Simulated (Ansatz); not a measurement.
Calculated with Ansatz (gas phase, PBE0-D4/def2-TZVP geometries, no zero-point term in ΔE). CBS: MP2 limit from def2 TZ/QZ plus the TZ coupled-cluster correction, frozen cores. DFT in def2-TZVPP. B3LYP here is the variant with VWN-RPA as its local correlation; programs differ in this. Open shells (•) are unrestricted, without spin–orbit coupling. For Se outer-core shells are correlated without core-valence functions, which leaves a few kJ/mol of doubt a bond. Scalar relativity is left out up to krypton. One conformer a species, not always the lowest.

`O[SiH]([SiH3])[SeH]` → `[SeH]`• + `O[SiH][SiH3]`•  (homolysis of the Se–Si bond)

| level | ΔE (kJ/mol) | difference from CCSD(T)/CBS |
| --- | --- | --- |
| B3LYP-D4 | 331.4 | -27.1 |
| ωB97X-V | 347.7 | -10.8 |
| r2SCAN | 334.2 | -24.3 |
| PBE0 | 333.9 | -24.6 |
| MP2/def2-TZVPP | 359.3 | 0.8 |
| CCSD(T)/def2-TZVPP | 341.5 | -17.0 |
| HF/def2-QZVPP | 237.0 | -121.5 |
| MP2/def2-QZVPP | 368.5 | 10.0 |
| HF/CBS(def2) | 236.8 | -121.7 |
| CCSD/CBS(def2) | 348.3 | -10.2 |
| CCSD(T)/CBS | 358.5 | 0 |

Largest T1 diagnostic among the species: 0.016.

The D4 term adds +15.8 kJ/mol with B3LYP and +8.5 kJ/mol with PBE0; it sums over pairs of atoms, weighted by their polarisabilities, and B3LYP, whose exchange is more repulsive, gets the larger term. In def2-TZVPP, CCSD(T) changes the Hartree–Fock value by +102.5 kJ/mol (the triples alone add +10.2 kJ/mol) and MP2 by +120.4 kJ/mol; breaking electron pairs costs correlation energy, which Hartree–Fock lacks.
